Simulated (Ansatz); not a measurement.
C$_{2}$H$_{4}$FInO (`C=C[O][InH][F]`), relaxed with RKS PBE0-D4/def2-TZVP in the Gaussian-basis code of Ansatz from a GFN2-xTB geometry. The force threshold is 0.005 eV/Å; the program also tests the step.

Charge 0, multiplicity 1. In: def2 effective core potential.

Start:

```xyz
9

C    -0.851    0.915   -0.791
C    -1.224    0.132    0.212
O    -0.527   -0.884    0.733
In    1.458   -1.013    0.527
F     2.500    0.638    0.353
H     0.135    0.798   -1.235
H    -1.499    1.679   -1.182
H    -2.192    0.253    0.696
H     2.199   -2.519    0.687
```

(1) By how much does the energy fall, and how many steps does the optimiser take? (Estimate.)

(2) Which bonds change most? (Estimate.)

(3) Give the relaxed structure. (Estimate.)

## Answers

(1) The calculation gave: 1.81 kcal/mol, in 16 steps, 1 of them rejected.

(2) The calculation gave: O3–In4 from 2.001 to 1.982 Å; In4–F5 from 1.960 to 1.948 Å; C2–O3 from 1.337 to 1.345 Å; C1–H7 from 1.075 to 1.082 Å.

(3) Ansatz gave: 
```xyz
9

C    -0.816    1.107   -0.614
C    -1.231    0.077    0.116
O    -0.493   -0.908    0.660
In    1.471   -1.146    0.552
F     2.352    0.250   -0.482
H     0.229    1.266   -0.860
H    -1.543    1.818   -0.982
H    -2.289   -0.052    0.343
H     2.321   -2.412    1.268
```
